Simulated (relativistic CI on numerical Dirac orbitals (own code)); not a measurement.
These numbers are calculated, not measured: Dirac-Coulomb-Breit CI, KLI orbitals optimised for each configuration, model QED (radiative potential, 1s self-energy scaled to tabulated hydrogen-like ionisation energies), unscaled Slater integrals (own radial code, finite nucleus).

CI space (outside the closed core [Ne]): 3s2 3p2, 3s2 3p 3d, 3s 3p3, 3s2 3d2, 3p4, 3s 3p2 3d, 3p2 3d2, 3s 3p 3d2, 3p3 3d, 3s2 3d 4s, 3s2 3d 4p, 3s 3p 3d 4s, 3p3 4s, 3s2 3p 4s, 3s 3p 3d 4p, 3p3 4p, 3s2 3p 4p, 3p2 3d 4s, 3s2 3p 4d, 3p2 3d 4p, 3s2 3p 4f, 3s 3p2 4s, 3s 3p2 4p, 3s 3p2 4d, 3s 3p2 4f, 3s2 4s2, 3s2 3p 5s, 3s2 3p 5p, 3s2 4s 4p, 3s2 3p 5d, 3s2 3p 5f, 3s2 3p 5g, 3s2 4p2, 3s 3p 4s2, 3s 3p 4s 4p, 3s 3p2 5s. Levels of other configurations are missing.

At this charge energies of transitions that change n are usually good to better than 1 %, and those within a shell (Δn = 0) to a few per cent.

Outline of the computed level scheme of Pt LXV. Lowest level of each configuration: 3s2 3p2 3P_0 at 0.00 eV; 3s 3p3 3P°_2 at 634.82 eV; 3s2 3p 3d 3F°_2 at 686.09 eV; 3s 3p2 3d 3D_1 at 875.56 eV; 3p4 3P_2 at 1317.37 eV.

Some strong electric-dipole decays among the lowest 45 levels: 3s2 3p 3d 3D°_1 → 3s2 3p2 3P_0 (7.4e+12 s⁻¹); 3s 3p2 3d 3D_1 → 3s 3p3 3D°_1 (6.6e+12 s⁻¹); 3s2 3p 3d 3P°_1 → 3s2 3p2 3P_1 (5.7e+12 s⁻¹); 3s2 3p 3d 3D°_2 → 3s2 3p2 1D_2 (5.6e+12 s⁻¹); 3s2 3p 3d 3P°_0 → 3s2 3p2 3P_1 (5.2e+12 s⁻¹); 3s 3p2 3d 3D_2 → 3s 3p3 3P°_2 (5.0e+12 s⁻¹); 3s 3p2 3d 3P_0 → 3s 3p3 3D°_1 (4.2e+12 s⁻¹); 3s 3p2 3d 3D_1 → 3s2 3p 3d 3F°_2 (4.1e+12 s⁻¹).

LS names give the leading component of a level, which can be under half, so a name can repeat, a term be missing and a line seem to break the LS rules.
